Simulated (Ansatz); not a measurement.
Basis-set series for `[OH][W]([OH])([OH])([F])=[S]`. The species carries charge 0 and has multiplicity 1. W takes the def2 core potential. Geometry: relaxed with PBE0-D4/def2-TZVP. It is one conformer, not always the lowest.

```json
{"functional": "PBE0-D4", "basis": "def2-SVP", "functions": "121", "energy (Eh)": "-791.95841", "HOMO (eV)": "-7.91", "LUMO (eV)": "-2.79"}
{"functional": "PBE0-D4", "basis": "def2-QZVPP", "functions": "469", "energy (Eh)": "-792.55869", "HOMO (eV)": "-7.97", "LUMO (eV)": "-2.78"}
{"functional": "ωB97M-V", "basis": "def2-SVP", "functions": "121", "energy (Eh)": "-792.21850", "HOMO (eV)": "-10.00", "LUMO (eV)": "-0.58"}
{"functional": "ωB97M-V", "basis": "def2-QZVPP", "functions": "469", "energy (Eh)": "-792.82594", "HOMO (eV)": "-10.10", "LUMO (eV)": "-0.62"}
```

Q: Give the rows for def2-TZVPP. (Estimate.)

A: Computed: 
| functional | basis | functions | energy (Eh) | HOMO (eV) | LUMO (eV) |
| --- | --- | --- | --- | --- | --- |
| PBE0-D4 | def2-TZVPP | 264 | -792.52785 | -7.94 | -2.74 |
| ωB97M-V | def2-TZVPP | 264 | -792.79663 | -10.05 | -0.55 |
